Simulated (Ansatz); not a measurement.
A run for Ansatz (a quantum-chemistry and plane-wave program): R-B3LYP/def2-TZVPP on GaH3S (SMILES [SH][GaH2]), a point of a torsion scan.

Ansatz 0.2 input:
```yaml
crystal:
  periodic: [false, false, false]
  atoms:
    - {symbol: S, position_ang: [1.50897378, -0.65196795, 0.51552561]}
    - {symbol: Ga, position_ang: [-0.64683913, -0.20859313, 0.27334732]}
    - {symbol: H, position_ang: [1.85163446, 0.26037229, -0.39299275]}
    - {symbol: H, position_ang: [-1.35952657, -0.38524664, -1.11650759]}
    - {symbol: H, position_ang: [-1.56875500, 0.21015943, 1.47120488]}
basis:
  gaussian:
    orbitals: def2-TZVPP
hamiltonian:
  xc: {name: B3LYP}
scf: {lower_state_search: off}
```

Q: What total energy does the run end on?

A: -2324.9451 hartree.
